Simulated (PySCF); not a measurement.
# Electron correlation in K⁺ (potassium, charge +1)

[Ar], closed-shell 1S. Computed with PySCF 2.14 in aug-cc-pVDZ-X2C (6s5p3d, 36 functions), with the spin-free X2C one-electron Hamiltonian (Gaussian nucleus). Frozen: [Ne] 3s2; 6 electrons correlated.

Total MP2 correlation energy: -4.52 mhartree.

Same-spin part -1.44 and opposite-spin part -3.08 mhartree; SCS-MP2 scales them by 1/3 and 6/5 to -4.17 mhartree.

```csv
level,correlation energy (mhartree)
CCSD,-4.70
(T),-0.03
CCSD(T),-4.73
```

Diagnostics: T1 = 0.0013, D1 = 0.0019, largest double amplitude 0.008.

Task: Is a single reference adequate?

Result: Yes: T1 lies below 0.03 and no double amplitude reaches 0.07.
